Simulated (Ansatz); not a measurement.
F$_{4}$Te, triplet, at a GFN2-xTB geometry (a higher spin typed on purpose: for a closed-shell molecule this is an excited state) (all electrons, no relativity).

Here is a job for Ansatz (an electronic-structure program).
Ansatz 0.2 input:
```yaml
crystal:
  periodic: [false, false, false]
  atoms:
    - {symbol: Te, position_ang: [-0.01212984, 0.00717280, 0.04829380]}
    - {symbol: F, position_ang: [-0.14724257, 1.81387706, 1.04877868]}
    - {symbol: F, position_ang: [0.21441232, -1.52023906, -1.22691457]}
    - {symbol: F, position_ang: [-0.48009114, -1.44291290, 1.44888990]}
    - {symbol: F, position_ang: [0.48300493, 1.10783207, -1.54978487]}
basis:
  gaussian:
    orbitals: STO-3G
hamiltonian:
  xc: cam_b3lyp
magnetization: {spin_polarized: true, initial_magnetization: 2}
```

### Question
What is the computed number of basis functions (CAM-B3LYP/STO-3G run with Ansatz)?

### Answer
47

### Question
Estimate the total energy that CAM-B3LYP/STO-3G returns for this input.

### Answer
-6942.574692 Ha

### Question
Give the <S^2> at the level CAM-B3LYP/STO-3G.

### Answer
2.028
